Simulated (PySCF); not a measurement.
Cl2Te, SMILES Cl[Te]Cl (connectivity only; charge and spin as stated), charge +1, multiplicity 2. The structure is a stationary point at PBE-D3(BJ)/def2-TZVP. The multiplicity is an assumed one; other spin states were not compared. The isomer is the one that the SMILES or the coordinates give; other isomers of the formula were not compared. The def2 effective core potentials stand for the cores of Te; spin–orbit coupling is left out.

Method: PBE-D3(BJ)/def2-TZVP run with PySCF 2.14.0.

Harmonic wavenumbers (cm⁻¹): 135, 405, 413. Rotational constants (GHz): 5.403, 2.290, 1.608; symmetry number 2.

Q: Work out the zero-point energy and the ideal-gas rigid-rotor harmonic-oscillator thermochemistry at 298.15 K and 1 atm.

A: ZPE = ½ Σ hcν = ½ × 952 cm⁻¹ = 5.70 kJ/mol. H − E(el) = 18.95 kJ/mol. Entropy in J/(mol K): translation 174.73, rotation 107.97, vibration 19.82, spin 5.76, total 308.28. G − E(el) = -72.96 kJ/mol. Cp = 53.43 J/(mol K). Modes under 150 cm⁻¹ make the vibrational entropy uncertain.
